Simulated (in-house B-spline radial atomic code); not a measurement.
**Ionising neutral silver with different functionals**

Computed with a radial B-spline atomic code at the basis-set limit: four-component Dirac-Coulomb Hamiltonian, Fermi nucleus of rms radius 4.5454 fm, spin-restricted, spherical fractional occupations for the functionals, and exact exchange of hybrids averaged over the configuration. The ionisation energy is the difference of two self-consistent energies, [Kr] 4d10 5s1 → [Kr] 4d10, without Breit or QED terms; ε is the level of the shell that loses the electron (mean over j).

```csv
method,rung,ΔSCF (eV),-ε(5s) (eV)
B3LYP,global hybrid,7.82,5.15
wB97X,range-separated hybrid,7.41,7.19
LC-wPBE,range-separated hybrid,7.20,7.07
HSE06,range-separated hybrid,7.54,4.75
```

(1) Among the functionals, which spreads more, the ΔSCF values or the orbital energies?

(2) How do they compare with the NIST value?

## Answers

(1) The orbital energies: ΔSCF values span about 0.61 eV and the orbital energies 2.45 eV.

(2) NIST lists 7.576 eV (measured, ground level to ground level). Errors run from -0.37 to +0.24 eV; HSE06 is closest (-0.04 eV), but part of that can be cancellation, since the calculations leave out Breit-QED terms, spin polarisation.
